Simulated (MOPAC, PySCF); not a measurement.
C$_{3}$H$_{6}$OSi, SMILES `CC#C[SiH2]O`, neutral singlet in the gas phase. 

Cartesian coordinates (Å):
```xyz
11

C      2.3916    -0.0436     0.7453
C      0.9989    -0.1396     0.3646
C     -0.1668    -0.2234     0.0515
Si    -1.9136    -0.3484    -0.4364
O     -2.7043     1.0801    -0.2343
H      2.7596    -1.0073     1.1063
H      2.5261     0.6901     1.5440
H      3.0094     0.2589    -0.1037
H     -1.9542    -0.7946    -1.8536
H     -2.6213    -1.3213     0.4241
H     -2.3028     1.8608    -0.6184
```
Charge 0, multiplicity 1.

All levels are single points at this geometry (PBE0-D4/def2-TZVP); Pople sets use spherical d functions. Orbital energies aren't observables, and empty levels follow the basis.

```tsv
level	HOMO (eV)	LUMO (eV)	gap (eV)	dipole (D)	vertical IE, Delta-SCF (eV)
B3LYP-D3(BJ)/def2-TZVP in PySCF	-7.50	-0.50	7.01	2.73	9.78
PBE-D3(BJ)/def2-TZVP in PySCF	-6.52	-1.17	5.35	2.73	9.44
PBE0-D4/def2-TZVP in PySCF	-7.73	-0.28	7.45	2.76	9.80
B3LYP/3-21G in PySCF	-7.32	0.12	7.44	2.93	–
BP86/6-31G* in PySCF	-6.30	-0.85	5.45	2.78	–
PBE/6-31G* in PySCF	-6.21	-0.80	5.41	2.78	–
SVWN5/6-31G* in PySCF	-6.30	-0.99	5.31	2.87	9.35
HF/3-21G in PySCF	-10.46	3.85	14.31	3.24	–
PM3 in MOPAC	-9.75	0.82	10.57	1.29	–
```
